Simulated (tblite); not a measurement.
Record of a relaxation.

Species: C₅H₁₀BO₂S (charge -1).
Atom-mapped SMILES: `[CH2:1]=[CH:2][CH2:3][O:4][B@@H-:5]1[O:6][CH2:7][CH2:8][S:9]1` (hydrogens: H10, H11 on C1; H12 on C2; H13, H14 on C3; H15 on B5; H16, H17 on C7; H18, H19 on C8)
Bond orders are those of one Lewis drawing.

Computed with GFN2-xTB (tblite), gas phase: L-BFGS steps from a force-field or distance-geometry start until the largest atomic force falls under 0.01 eV/Å. 5 of its 97 geometries are shown.

Step 0: E = -780.1283 eV, largest atomic force 2.237 eV/Å
```
atom  x, y, z in Å  |  force x, y, z in eV/Å
C1     -3.729    0.706   -0.153   -0.192  -0.814  -0.284
C2     -2.886   -0.324   -0.268   -0.460   1.297   0.830
C3     -1.463   -0.064    0.171   -0.457  -1.691  -0.174
O4     -0.675   -0.281   -0.952    0.526   0.365  -0.308
B5      0.735   -0.091   -0.756   -0.033  -0.326   0.104
O6      1.446   -1.217   -0.127    0.776  -0.716  -0.133
C7      2.738   -0.752    0.142   -0.352  -1.031  -0.576
C8      2.651    0.352    1.177    0.128   0.419  -0.597
S9      1.143    1.191    0.602    0.061   1.793   1.337
H10    -3.331    1.642    0.238   -0.570  -0.268  -0.251
H11    -4.789    0.606   -0.441    0.636   0.358   0.226
H12    -3.203   -1.300   -0.630    0.358   0.308   0.056
H13    -1.174   -0.829    0.945   -0.192   0.535  -0.072
H14    -1.348    0.951    0.585   -0.010  -0.260  -0.100
H15     1.305    0.311   -1.727   -0.104  -0.132  -0.610
H16     3.390   -1.590    0.458   -0.243   0.076   0.015
H17     3.132   -0.353   -0.826    0.224   0.040   0.518
H18     3.480    1.059    1.014   -0.107  -0.206   0.567
H19     2.567   -0.007    2.220    0.010   0.251  -0.551
```

Step 24: E = -780.6723 eV, largest atomic force 0.156 eV/Å
```
atom  x, y, z in Å  |  force x, y, z in eV/Å
C1     -3.803    0.684   -0.144   -0.038   0.001   0.058
C2     -2.895   -0.273   -0.210   -0.051   0.061  -0.113
C3     -1.465   -0.134    0.222   -0.062  -0.023   0.023
O4     -0.643   -0.138   -0.911   -0.076   0.001  -0.020
B5      0.774   -0.008   -0.803   -0.058  -0.039  -0.052
O6      1.480   -1.171   -0.220   -0.012   0.039   0.018
C7      2.757   -0.798    0.141   -0.021   0.019   0.038
C8      2.685    0.393    1.105    0.039   0.022  -0.026
S9      1.367    1.460    0.468   -0.014   0.088  -0.011
H10    -3.580    1.661    0.255    0.067  -0.033   0.041
H11    -4.821    0.539   -0.475    0.018  -0.026  -0.039
H12    -3.153   -1.228   -0.652    0.038  -0.015   0.014
H13    -1.232   -0.977    0.896    0.154  -0.021   0.005
H14    -1.337    0.803    0.788    0.076   0.002  -0.011
H15     1.198    0.297   -1.892    0.037   0.001   0.019
H16     3.269   -1.660    0.602   -0.053   0.036   0.013
H17     3.351   -0.479   -0.745   -0.106  -0.060   0.065
H18     3.621    0.954    1.125    0.039   0.000   0.062
H19     2.419    0.085    2.122    0.023  -0.054  -0.082
```

Step 48: E = -780.7294 eV, largest atomic force 0.107 eV/Å
```
atom  x, y, z in Å  |  force x, y, z in eV/Å
C1     -3.767    0.604   -0.041   -0.001   0.008   0.004
C2     -2.823   -0.304   -0.212   -0.017   0.050  -0.029
C3     -1.388   -0.122    0.180    0.002  -0.012  -0.052
O4     -0.650    0.083   -0.996    0.097   0.003   0.024
B5      0.771    0.091   -0.891    0.051  -0.021  -0.034
O6      1.323   -1.082   -0.193   -0.054   0.059  -0.038
C7      2.614   -0.832    0.217   -0.079  -0.023  -0.029
C8      2.638    0.436    1.076    0.047  -0.020   0.037
S9      1.515    1.615    0.280   -0.048  -0.037  -0.010
H10    -3.559    1.543    0.447    0.001  -0.019   0.030
H11    -4.780    0.464   -0.390    0.022  -0.027   0.024
H12    -3.038   -1.225   -0.742    0.017   0.024   0.031
H13    -1.026   -1.022    0.708    0.015   0.028  -0.029
H14    -1.264    0.743    0.853   -0.051  -0.003  -0.013
H15     1.264    0.302   -1.971   -0.088  -0.060  -0.013
H16     2.979   -1.708    0.779    0.025   0.044   0.012
H17     3.276   -0.672   -0.658    0.015  -0.009   0.045
H18     3.640    0.857    1.143    0.073   0.076  -0.001
H19     2.265    0.237    2.083   -0.028  -0.060   0.041
```

Step 72: E = -780.7642 eV, largest atomic force 0.078 eV/Å
```
atom  x, y, z in Å  |  force x, y, z in eV/Å
C1     -3.785    0.502    0.160    0.004   0.021   0.046
C2     -2.779   -0.224   -0.296    0.036   0.000  -0.027
C3     -1.339   -0.004    0.048    0.051  -0.001  -0.009
O4     -0.586    0.099   -1.129   -0.003   0.008   0.011
B5      0.836    0.053   -1.007   -0.017   0.046  -0.001
O6      1.321   -1.097   -0.225   -0.006  -0.048  -0.010
C7      2.579   -0.867    0.291   -0.030   0.029   0.002
C8      2.567    0.439    1.090   -0.034   0.066  -0.010
S9      1.591    1.608    0.100    0.020  -0.008   0.026
H10    -3.630    1.314    0.855    0.034  -0.037  -0.038
H11    -4.810    0.327   -0.130    0.009  -0.055  -0.007
H12    -2.947   -1.024   -1.007   -0.014   0.048   0.026
H13    -0.963   -0.852    0.648   -0.072  -0.030   0.003
H14    -1.226    0.908    0.657    0.016   0.034  -0.006
H15     1.328    0.176   -2.098    0.009  -0.044   0.027
H16     2.865   -1.720    0.928   -0.029   0.001   0.011
H17     3.328   -0.776   -0.518    0.013   0.014  -0.025
H18     3.568    0.844    1.249    0.006  -0.029  -0.005
H19     2.071    0.303    2.055    0.007  -0.015  -0.014
```

Step 96: E = -780.7753 eV, largest atomic force 0.010 eV/Å
```
atom  x, y, z in Å  |  force x, y, z in eV/Å
C1     -3.754    0.390    0.305    0.000  -0.001  -0.002
C2     -2.738   -0.142   -0.352    0.000   0.001  -0.001
C3     -1.295    0.096   -0.046    0.005  -0.003   0.002
O4     -0.543    0.143   -1.223   -0.002  -0.003   0.009
B5      0.875    0.037   -1.080   -0.002   0.005  -0.006
O6      1.283   -1.099   -0.234    0.001  -0.006   0.002
C7      2.513   -0.887    0.349    0.000   0.000   0.000
C8      2.502    0.453    1.086    0.004   0.005   0.002
S9      1.677    1.613   -0.036   -0.007   0.004   0.000
H10    -3.601    1.072    1.127    0.001  -0.004   0.000
H11    -4.781    0.167    0.057    0.002   0.003   0.001
H12    -2.908   -0.812   -1.184   -0.001  -0.001  -0.007
H13    -0.934   -0.735    0.589   -0.004   0.007   0.002
H14    -1.168    1.029    0.529   -0.001  -0.004  -0.002
H15     1.395    0.070   -2.163   -0.002   0.002  -0.002
H16     2.726   -1.719    1.041   -0.002  -0.005   0.001
H17     3.315   -0.858   -0.416    0.000  -0.005  -0.002
H18     3.507    0.810    1.315    0.006   0.001   0.001
H19     1.919    0.381    2.008    0.003   0.003   0.003
```

**Question.** Summarise the path.

**Answer.** The energy falls by 62.42 kJ/mol from step 0 to step 96; nine tenths of that is first reached at step 35. It falls at every step. The largest force goes from 2.237 to 0.010 eV/Å. Among the bonds B5–S9 changes most, from 1.911 to 2.054 Å; the atoms move by 0.595 Å rms after alignment.

**Question.** Follow the three bonds and two angles with the largest change from start to end.

**Answer.** 
```json
{"step": "0", "E above end (kJ/mol)": "62.42", "largest force (eV/Å)": "2.237", "B5–S9 (Å)": "1.911", "C1–H11 (Å)": "1.103", "O6–C7 (Å)": "1.400", "C1–C2–C3 (°)": "115.9", "C3–C2–H12 (°)": "121.7"}
{"step": "4", "E above end (kJ/mol)": "24.52", "largest force (eV/Å)": "0.314", "B5–S9 (Å)": "2.049", "C1–H11 (Å)": "1.074", "O6–C7 (Å)": "1.379", "C1–C2–C3 (°)": "120.2", "C3–C2–H12 (°)": "117.2"}
{"step": "8", "E above end (kJ/mol)": "19.53", "largest force (eV/Å)": "0.329", "B5–S9 (Å)": "2.063", "C1–H11 (Å)": "1.084", "O6–C7 (Å)": "1.377", "C1–C2–C3 (°)": "121.5", "C3–C2–H12 (°)": "115.8"}
{"step": "13", "E above end (kJ/mol)": "14.13", "largest force (eV/Å)": "0.247", "B5–S9 (Å)": "2.045", "C1–H11 (Å)": "1.078", "O6–C7 (Å)": "1.380", "C1–C2–C3 (°)": "124.0", "C3–C2–H12 (°)": "115.3"}
{"step": "17", "E above end (kJ/mol)": "12.09", "largest force (eV/Å)": "0.121", "B5–S9 (Å)": "2.055", "C1–H11 (Å)": "1.082", "O6–C7 (Å)": "1.378", "C1–C2–C3 (°)": "125.1", "C3–C2–H12 (°)": "115.2"}
{"step": "21", "E above end (kJ/mol)": "11.02", "largest force (eV/Å)": "0.163", "B5–S9 (Å)": "2.038", "C1–H11 (Å)": "1.079", "O6–C7 (Å)": "1.380", "C1–C2–C3 (°)": "124.8", "C3–C2–H12 (°)": "115.6"}
{"step": "25", "E above end (kJ/mol)": "9.59", "largest force (eV/Å)": "0.130", "B5–S9 (Å)": "2.033", "C1–H11 (Å)": "1.081", "O6–C7 (Å)": "1.377", "C1–C2–C3 (°)": "125.1", "C3–C2–H12 (°)": "114.8"}
{"step": "29", "E above end (kJ/mol)": "8.11", "largest force (eV/Å)": "0.135", "B5–S9 (Å)": "2.053", "C1–H11 (Å)": "1.081", "O6–C7 (Å)": "1.380", "C1–C2–C3 (°)": "124.9", "C3–C2–H12 (°)": "114.0"}
{"step": "33", "E above end (kJ/mol)": "6.48", "largest force (eV/Å)": "0.120", "B5–S9 (Å)": "2.061", "C1–H11 (Å)": "1.081", "O6–C7 (Å)": "1.380", "C1–C2–C3 (°)": "124.5", "C3–C2–H12 (°)": "114.9"}
{"step": "38", "E above end (kJ/mol)": "5.87", "largest force (eV/Å)": "0.077", "B5–S9 (Å)": "2.060", "C1–H11 (Å)": "1.080", "O6–C7 (Å)": "1.379", "C1–C2–C3 (°)": "125.0", "C3–C2–H12 (°)": "114.6"}
{"step": "42", "E above end (kJ/mol)": "5.46", "largest force (eV/Å)": "0.084", "B5–S9 (Å)": "2.055", "C1–H11 (Å)": "1.080", "O6–C7 (Å)": "1.378", "C1–C2–C3 (°)": "124.7", "C3–C2–H12 (°)": "114.7"}
{"step": "46", "E above end (kJ/mol)": "4.83", "largest force (eV/Å)": "0.109", "B5–S9 (Å)": "2.061", "C1–H11 (Å)": "1.080", "O6–C7 (Å)": "1.378", "C1–C2–C3 (°)": "124.7", "C3–C2–H12 (°)": "114.6"}
{"step": "50", "E above end (kJ/mol)": "4.05", "largest force (eV/Å)": "0.088", "B5–S9 (Å)": "2.056", "C1–H11 (Å)": "1.081", "O6–C7 (Å)": "1.376", "C1–C2–C3 (°)": "124.4", "C3–C2–H12 (°)": "115.1"}
{"step": "54", "E above end (kJ/mol)": "3.60", "largest force (eV/Å)": "0.054", "B5–S9 (Å)": "2.054", "C1–H11 (Å)": "1.080", "O6–C7 (Å)": "1.376", "C1–C2–C3 (°)": "124.6", "C3–C2–H12 (°)": "114.9"}
{"step": "58", "E above end (kJ/mol)": "3.47", "largest force (eV/Å)": "0.036", "B5–S9 (Å)": "2.056", "C1–H11 (Å)": "1.080", "O6–C7 (Å)": "1.377", "C1–C2–C3 (°)": "124.3", "C3–C2–H12 (°)": "115.1"}
{"step": "63", "E above end (kJ/mol)": "3.16", "largest force (eV/Å)": "0.105", "B5–S9 (Å)": "2.050", "C1–H11 (Å)": "1.080", "O6–C7 (Å)": "1.378", "C1–C2–C3 (°)": "124.5", "C3–C2–H12 (°)": "115.0"}
{"step": "67", "E above end (kJ/mol)": "2.08", "largest force (eV/Å)": "0.167", "B5–S9 (Å)": "2.045", "C1–H11 (Å)": "1.083", "O6–C7 (Å)": "1.379", "C1–C2–C3 (°)": "125.1", "C3–C2–H12 (°)": "114.7"}
{"step": "71", "E above end (kJ/mol)": "1.23", "largest force (eV/Å)": "0.094", "B5–S9 (Å)": "2.053", "C1–H11 (Å)": "1.079", "O6–C7 (Å)": "1.378", "C1–C2–C3 (°)": "124.9", "C3–C2–H12 (°)": "114.2"}
{"step": "75", "E above end (kJ/mol)": "0.57", "largest force (eV/Å)": "0.067", "B5–S9 (Å)": "2.053", "C1–H11 (Å)": "1.080", "O6–C7 (Å)": "1.378", "C1–C2–C3 (°)": "125.1", "C3–C2–H12 (°)": "114.1"}
{"step": "79", "E above end (kJ/mol)": "0.22", "largest force (eV/Å)": "0.115", "B5–S9 (Å)": "2.053", "C1–H11 (Å)": "1.079", "O6–C7 (Å)": "1.377", "C1–C2–C3 (°)": "125.2", "C3–C2–H12 (°)": "113.7"}
{"step": "83", "E above end (kJ/mol)": "0.08", "largest force (eV/Å)": "0.032", "B5–S9 (Å)": "2.056", "C1–H11 (Å)": "1.079", "O6–C7 (Å)": "1.378", "C1–C2–C3 (°)": "125.2", "C3–C2–H12 (°)": "113.9"}
{"step": "88", "E above end (kJ/mol)": "0.03", "largest force (eV/Å)": "0.017", "B5–S9 (Å)": "2.053", "C1–H11 (Å)": "1.080", "O6–C7 (Å)": "1.378", "C1–C2–C3 (°)": "125.3", "C3–C2–H12 (°)": "114.0"}
{"step": "92", "E above end (kJ/mol)": "0.01", "largest force (eV/Å)": "0.017", "B5–S9 (Å)": "2.054", "C1–H11 (Å)": "1.079", "O6–C7 (Å)": "1.378", "C1–C2–C3 (°)": "125.3", "C3–C2–H12 (°)": "114.0"}
{"step": "96", "E above end (kJ/mol)": "0.00", "largest force (eV/Å)": "0.010", "B5–S9 (Å)": "2.054", "C1–H11 (Å)": "1.079", "O6–C7 (Å)": "1.378", "C1–C2–C3 (°)": "125.2", "C3–C2–H12 (°)": "114.0"}
```

The cost below is that of the whole relaxation. The run took 2.4 s on one thread, Intel Xeon at 2.50 GHz (x86_64), on a shared host.
